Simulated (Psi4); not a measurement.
C₄H₉BO₂, singlet, at a GFN2-xTB geometry; REVPBE/STO-3G run with Psi4.

Psi4 was given this input:
```
memory 2 GB

molecule {
0 1
C     2.74338389    0.22549765    0.34904990
C     1.68139064    0.62888805   -0.32425605
C     0.80047299   -0.27060804   -1.14238911
O    -0.57838517   -0.02186098   -0.94608282
B    -1.20809889   -0.13669847    0.25588193
C    -2.77583325    0.13522956    0.27725420
O    -0.58854932   -0.47429655    1.41240523
H     3.05626289   -0.80687322    0.35340920
H     3.35672123    0.91063240    0.90849215
H     1.37749951    1.66695013   -0.31933828
H     1.02976826   -1.32529384   -0.93473261
H     0.98487861   -0.08235605   -2.20816575
H    -3.12717273    0.51900514   -0.67461270
H    -3.31986614   -0.78059269    0.49217018
H    -3.03772306    0.84691425    1.05465550
H     0.35911633   -0.60967682    1.36017987
}

set {
  basis sto-3g
}

energy('revpbe')
print_variables()
```

Output, abridged:

```
   => Loading Basis Set <=

    Name: STO-3G
    Role: ORBITAL
    Keyword: BASIS

         ---------------------------------------------------------
                                   SCF
               by Justin Turney, Rob Parrish, Andy Simmonett
                          and Daniel G. A. Smith
                              RKS Reference
         ---------------------------------------------------------

  ==> Geometry <==

    Molecular point group: c1
    Full point group: C1

    Geometry (in Angstrom), charge = 0, multiplicity = 1:

       Center              X                  Y                   Z               Mass
    ------------   -----------------  -----------------  -----------------  -----------------
         C            2.762246509063     0.230209434263     0.346810606370    12.000000000000
         C            1.700253259063     0.633599834263    -0.326495343630    12.000000000000
         C            0.819335609063    -0.265896255737    -1.144628403630    12.000000000000
         O           -0.559522550937    -0.017149195737    -0.948322113630    15.994914619570
         B           -1.189236270937    -0.131986685737     0.253642636370    11.009305360000
         C           -2.756970630937     0.139941344263     0.275014906370    12.000000000000
         O           -0.569686700937    -0.469584765737     1.410165936370    15.994914619570
         H            3.075125509063    -0.802161435737     0.351169906370     1.007825032230
         H            3.375583849063     0.915344184263     0.906252856370     1.007825032230
         H            1.396362129063     1.671661914263    -0.321577573630     1.007825032230
         H            1.048630879063    -1.320582055737    -0.936971903630     1.007825032230
         H            1.003741229063    -0.077644265737    -2.210405043630     1.007825032230
         H           -3.108310110937     0.523716924263    -0.676851993630     1.007825032230
         H           -3.301003520937    -0.775880905737     0.489930886370     1.007825032230
         H           -3.018860440937     0.851626034263     1.052416206370     1.007825032230
         H            0.377978949063    -0.604965035737     1.357940576370     1.007825032230

  Running in c1 symmetry.

  Rotational constants: A =      0.18504  B =      0.05156  C =      0.04378 [cm^-1]
  Rotational constants: A =   5547.34684  B =   1545.77000  C =   1312.50437 [MHz]
  Nuclear repulsion =  290.560301533029190

  Charge       = 0
  Multiplicity = 1
  Electrons    = 54
  Nalpha       = 27
  Nbeta        = 27

  ==> Algorithm <==

  SCF Algorithm Type is DF.
  DIIS enabled.
  MOM disabled.
  Fractional occupation disabled.
  Guess Type is SAD.
  Energy threshold   = 1.00e-06
  Density threshold  = 1.00e-06
  Integral threshold = 1.00e-12

  ==> Primary Basis <==

  Basis Set: STO-3G
    Blend: STO-3G
    Number of shells: 30
    Number of basis functions: 44
    Number of Cartesian functions: 44
    Spherical Harmonics?: true
    Max angular momentum: 1

  ==> DFT Potential <==

   => LibXC <=

    Version 7.1.2
    S. Lehtola, C. Steigemann, M. J. T. Oliveira, and M. A. L. Marques,  SoftwareX 7, 1–5 (2018) (10.1016/j.softx.2017.11.002)

   => Composite Functional: REVPBE <=

    revPBE GGA Exchange-Correlation Functional

    Y. Zhang and W. Yang, Phys. Rev. Lett. 80, 890, 1998

    Deriv               =              1
    GGA                 =           TRUE
    Meta                =          FALSE

    Exchange Hybrid     =          FALSE
    MP2 Hybrid          =          FALSE

   => Exchange Functionals <=

    1.0000   XC_GGA_X_PBE_R

   => Correlation Functionals <=

    1.0000     XC_GGA_C_PBE

   => LibXC Density Thresholds  <==

    XC_GGA_C_PBE:  1.00E-12
    XC_GGA_X_PBE_R:  1.00E-15

   => Molecular Quadrature <=

    Radial Scheme          =       TREUTLER
    Pruning Scheme         =           NONE
    Nuclear Scheme         =       TREUTLER

    Blocking Scheme        =         OCTREE
[...]
  Using in-core AOs.

  ==> MemDFJK: Density-Fitted J/K Matrices <==

    J tasked:                   Yes
    K tasked:                    No
    wK tasked:                   No
    Algorithm:                 Core
    Schwarz Cutoff:           1E-12
    Mask sparsity (%):       1.5496
    Fitting Condition:        1E-10

   => Auxiliary Basis Set <=

  Basis Set: (STO-3G AUX)
    Blend: DEF2-UNIVERSAL-JKFIT
    Number of shells: 229
    Number of basis functions: 691
    Number of Cartesian functions: 811
    Spherical Harmonics?: true
    Max angular momentum: 4

  Minimum eigenvalue in the overlap matrix is 1.8284205492E-01.
  Reciprocal condition number of the overlap matrix is 7.5664310849E-02.
    Using symmetric orthogonalization.

  ==> Pre-Iterations <==

  SCF Guess: Superposition of Atomic Densities via on-the-fly atomic UHF (no occupation information).

   -------------------------
    Irrep   Nso     Nmo
   -------------------------
     A         44      44
   -------------------------
    Total      44      44
   -------------------------

  ==> Iterations <==

                           Total Energy        Delta E     RMS |[F,P]|

   @DF-RKS iter SAD:  -325.92802532524155   -3.25928e+02   0.00000e+00
   @DF-RKS iter   1:  -328.80258931577146   -2.87456e+00   5.36164e-03 ADIIS/DIIS
   @DF-RKS iter   2:  -328.76332223734966    3.92671e-02   8.12389e-03 ADIIS/DIIS
   @DF-RKS iter   3:  -328.83579901777080   -7.24768e-02   1.65326e-03 ADIIS/DIIS
   @DF-RKS iter   4:  -328.83865000710199   -2.85099e-03   6.85565e-04 ADIIS/DIIS
   @DF-RKS iter   5:  -328.83919637860993   -5.46372e-04   1.64962e-04 ADIIS/DIIS
   @DF-RKS iter   6:  -328.83922812834015   -3.17497e-05   3.93315e-05 DIIS
   @DF-RKS iter   7:  -328.83922961916005   -1.49082e-06   1.79003e-05 DIIS
   @DF-RKS iter   8:  -328.83923002188777   -4.02728e-07   1.34933e-06 DIIS
   @DF-RKS iter   9:  -328.83923002452207   -2.63429e-09   2.91029e-07 DIIS
  Energy and wave function converged.

  ==> Post-Iterations <==

   Electrons on quadrature grid:
      Ntotal   =   54.0000281798 ; deviation = 2.818e-05

    Orbital Energies [Eh]
    ---------------------

    Doubly Occupied:

[...]
    Virtual:

[...]
    Final Occupation by Irrep:
              A
    DOCC [    27 ]
    NA   [    27 ]
    NB   [    27 ]

  @DF-RKS Final Energy:  -328.83923002452207

   => Energetics <=

    Nuclear Repulsion Energy =            290.5603015330291896
    One-Electron Energy =               -1024.7317360838937930
    Two-Electron Energy =                 451.7653941727400593
    DFT Exchange-Correlation Energy =     -46.4331896463974800
    Empirical Dispersion Energy =           0.0000000000000000
    VV10 Nonlocal Energy =                  0.0000000000000000
    Total Energy =                       -328.8392300245220667

Computation Completed

Properties will be evaluated at   0.000000,   0.000000,   0.000000 [a0]

Properties computed using the SCF density matrix

 Multipole Moments:

 ------------------------------------------------------------------------------------
     Multipole            Electronic (a.u.)      Nuclear  (a.u.)        Total (a.u.)
 ------------------------------------------------------------------------------------

 L = 1.  Multiply by 2.5417464519 to convert [e a0] to [Debye]
 Dipole X            :         -0.9124050            1.9248402            1.0124352
 Dipole Y            :         -0.6233040            0.4808151           -0.1424889
 Dipole Z            :          0.1504048           -0.2285089           -0.0781041
 Magnitude           :                                                    1.0253918

 ------------------------------------------------------------------------------------

  Variable Map:
  ----------------------------------------------------------------------------
[...]
  Array Variable Map:
  ----------------------------------------------------------------------------
[...]
[...]
```
